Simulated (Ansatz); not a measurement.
Z-matrix (Å, degrees):
```
Sn
Cl 1 2.291
Cl 1 2.291 2 108.9
Br 1 2.435 2 110.1 3 120.7
Cl 1 2.291 2 108.9 3 -118.5
```

Charge 0, multiplicity 1. Sn takes the def2 core potential.

**Question.** List the r2SCAN/def2-TZVPP orbital energies in eV (Ansatz). (Estimate.)

**Answer.** Computed: Occupied: -13122.82, -2754.09, -2754.09, -2754.09, -1696.04, -1526.81, -1526.74, -1526.74, -255.46, -255.46, -255.46, -235.68, -194.02, -194.02, -194.02, -193.85, -193.85, -193.85, -193.85, -193.85, -193.85, -175.94, -175.69, -175.69, -139.73, -94.55, -94.54, -94.54, -69.77, -69.70, -69.70, -69.51, -69.51, -29.04, -29.04, -29.00, -28.85, -28.85, -22.29, -21.54, -21.54, -20.67, -13.88, -10.76, -10.76, -10.57, -9.05, -9.05, -8.89, -8.86, -8.86, -8.65, -8.33, -8.33. Lowest empty: -3.99, -0.77, -0.77, -0.72, 2.29, 2.50, 2.50, 2.61.
